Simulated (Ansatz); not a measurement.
Mulliken charges of `Cl[SiH2]S[SiH](Cl)Cl` from r2SCAN/def2-TZVPP in Ansatz (PBE0-D4/def2-TZVP geometry).

```json
{"atom": "Cl1", "x (Å)": "-1.686", "y (Å)": "0.213", "z (Å)": "-1.853", "charge (e)": "-0.222"}
{"atom": "Si2", "x (Å)": "-0.061", "y (Å)": "-0.939", "z (Å)": "-1.392", "charge (e)": "0.485"}
{"atom": "S3", "x (Å)": "1.439", "y (Å)": "0.148", "z (Å)": "-0.332", "charge (e)": "-0.302"}
{"atom": "Si4", "x (Å)": "0.392", "y (Å)": "0.849", "z (Å)": "1.371", "charge (e)": "0.602"}
{"atom": "Cl5", "x (Å)": "-0.592", "y (Å)": "2.590", "z (Å)": "0.988", "charge (e)": "-0.206"}
{"atom": "Cl6", "x (Å)": "-0.962", "y (Å)": "-0.517", "z (Å)": "2.051", "charge (e)": "-0.209"}
{"atom": "H7", "x (Å)": "0.613", "y (Å)": "-1.348", "z (Å)": "-2.642", "charge (e)": "-0.055"}
{"atom": "H8", "x (Å)": "-0.534", "y (Å)": "-2.098", "z (Å)": "-0.611", "charge (e)": "-0.043"}
{"atom": "H9", "x (Å)": "1.392", "y (Å)": "1.102", "z (Å)": "2.421", "charge (e)": "-0.050"}
```

By hand: the dipole of these point charges (1 e Å = 4.8032 D).

Σ q r = (0.389, -0.353, 0.080) e Å, of length 0.531 e Å = 2.55 D.

How does the dipole of the full density compare? (An estimate is asked.)

Computed: (0.181, -0.192, 0.006) e Å, 1.27 D; the point charges give 2.01 times that, at 9° from its direction.

Point charges leave out the atoms' own dipoles, such as those of lone pairs, and Mulliken's split depends on the basis, so the two needn't agree.
